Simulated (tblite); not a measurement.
C3H11GeN.
Atom-mapped SMILES: `[CH3:1][C@@H:2]([GeH3:3])[CH2:4][NH2:5]` (hydrogens: H6, H7, H8 on C1; H9 on C2; H10, H11, H12 on Ge3; H13, H14 on C4; H15, H16 on N5)

Computed with GFN2-xTB (tblite), gas phase: L-BFGS steps from a force-field or distance-geometry start until the largest atomic force falls under 0.01 eV/Å.

Step 41: E = -458.6279 eV
```
atom  x, y, z in Å  |  force x, y, z in eV/Å
C1     -0.7545   -0.4452    1.6699   -0.005   0.011   0.006
C2      0.0039   -0.5053    0.3544   -0.024   0.015  -0.087
Ge3    -1.1985   -0.2406   -1.2179   -0.054  -0.016  -0.090
C4      1.0598    0.5828    0.2501   -0.003   0.048  -0.009
N5      1.4406    0.6992   -1.1472   -0.006   0.011  -0.079
H6     -1.2546    0.5149    1.7776   -0.039   0.048  -0.041
H7     -1.5114   -1.2255    1.7069   -0.002  -0.045   0.016
H8     -0.0869   -0.5644    2.5216    0.060  -0.063   0.012
H9      0.5006   -1.4758    0.2643   -0.050  -0.053   0.017
H10    -1.7777    1.1375   -1.2222    0.057   0.008   0.024
H11    -0.5633   -0.4785   -2.5465   -0.049  -0.070   0.007
H12    -2.3935   -1.1698   -1.1524    0.114   0.047   0.059
H13     1.9181    0.3915    0.9099    0.019  -0.061   0.129
H14     0.6060    1.5289    0.5466    0.015   0.131   0.032
H15     1.8709   -0.1712   -1.4442    0.033  -0.045  -0.024
H16     2.1328    1.4304   -1.2823   -0.066   0.034   0.027
```

Step 42: E = -458.6291 eV
```
atom  x, y, z in Å  |  force x, y, z in eV/Å
C1     -0.7595   -0.4408    1.6731    0.012   0.000   0.008
C2      0.0060   -0.5133    0.3589    0.001   0.030   0.021
Ge3    -1.1820   -0.2487   -1.2231   -0.053   0.046  -0.105
C4      1.0647    0.5729    0.2593    0.057   0.091  -0.059
N5      1.4102    0.7241   -1.1486    0.016  -0.138   0.017
H6     -1.2581    0.5235    1.7743   -0.026  -0.035  -0.081
H7     -1.5156   -1.2238    1.7102    0.018   0.011   0.033
H8     -0.0969   -0.5508    2.5329    0.033  -0.081  -0.062
H9      0.5040   -1.4843    0.2776   -0.082  -0.053   0.026
H10    -1.7328    1.1414   -1.2504    0.058  -0.014   0.021
H11    -0.5430   -0.5205   -2.5453   -0.062  -0.073   0.022
H12    -2.3942   -1.1523   -1.1524    0.094   0.025   0.062
H13     1.9419    0.3598    0.8952   -0.098  -0.013   0.027
H14     0.6160    1.5128    0.5931    0.101   0.049  -0.021
H15     1.8274   -0.1437   -1.4840   -0.022   0.092   0.066
H16     2.1042    1.4527   -1.2822   -0.045   0.062   0.025
```

Question: Estimate the geometry and energy of step 43. (The exact step hangs on the optimiser's Hessian estimate; all steps are aligned on step 42, rigid shifts and turns removed.)

Answer: E = -458.6324 eV, largest force 0.131 eV/Å
```
atom  x, y, z in Å  |  force x, y, z in eV/Å
C1     -0.7569   -0.4395    1.6675    0.009  -0.015   0.004
C2      0.0020   -0.5112    0.3472    0.023   0.046   0.121
Ge3    -1.1954   -0.2500   -1.2241    0.019   0.059  -0.072
C4      1.0635    0.5746    0.2547   -0.031   0.022   0.009
N5      1.4295    0.7183   -1.1432   -0.052   0.024  -0.074
H6     -1.2544    0.5264    1.7728   -0.018  -0.087  -0.089
H7     -1.5110   -1.2259    1.7072    0.030   0.054   0.040
H8     -0.0891   -0.5501    2.5246    0.013  -0.077  -0.098
H9      0.4998   -1.4825    0.2642   -0.082  -0.043   0.027
H10    -1.7459    1.1366   -1.2408    0.037   0.030   0.006
H11    -0.5654   -0.5214   -2.5474   -0.032  -0.062  -0.007
H12    -2.3973   -1.1549   -1.1405    0.029  -0.018   0.059
H13     1.9263    0.3628    0.9065   -0.026  -0.032   0.068
H14     0.6137    1.5154    0.5768    0.051   0.106   0.012
H15     1.8565   -0.1433   -1.4660    0.054  -0.080  -0.016
H16     2.1162    1.4539   -1.2709   -0.024   0.072   0.011
```

The energy changes by -0.0033 eV. The first-order estimate −F·Δx gives -0.0063 eV and the mean of the old and new forces, exact on a quadratic surface, -0.0034 eV. The step makes an angle of 76° with the force vector and moves no atom by more than 0.034 Å.

What follows is the cost of the whole relaxation. The run took 1.6 s wall on Intel Xeon at 2.50 GHz, one thread, no GPU, shared host with 64 logical CPUs at a one-minute load of 63.
